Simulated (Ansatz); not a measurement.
Isolated molecules relaxed with PBE0-D4/def2-TZVP in Ansatz; ΔE leaves out vibrations. CBS: MP2 limit from def2 TZ/QZ plus the TZ coupled-cluster correction, frozen cores. This one scheme is used for every species. Functionals use def2-TZVPP. B3LYP here is the variant with VWN-RPA as its local correlation; programs differ in this. For Ga, Zn outer-core shells are correlated without core-valence functions, which leaves a few kJ/mol of doubt a bond. Scalar relativity is left out up to krypton. One conformer a species, not always the lowest.

Reaction (redistribution): `[SiH3][CH2][Zn][GaH2]` + `BF` → `[BH2][GaH2]` + `[F][Zn][CH2][SiH3]`

| level | ΔE (kJ/mol) |
| --- | --- |
| PBE0-D4 | 120.4 |
| B3LYP | 120.2 |
| HF/def2-TZVPP | 126.0 |
| SCS-MP2/def2-QZVPP | 111.4 |

(1) What does CCSD(T)/CBS give? (An estimate is asked.)

Largest T1 diagnostic among the species: 0.015.

Results:

(1) The calculation gave: +111.5 kJ/mol. The listed levels differ from it by 8.9, 8.7, 14.5, -0.1 kJ/mol.

In def2-TZVPP, CCSD(T) changes the Hartree–Fock value by −8.6 kJ/mol (the triples alone add +0.9 kJ/mol) and MP2 by −8.1 kJ/mol. From PBE to PBE0 (25 % exact exchange), in def2-TZVPP and without D4, ΔE moves by +4.8 kJ/mol.
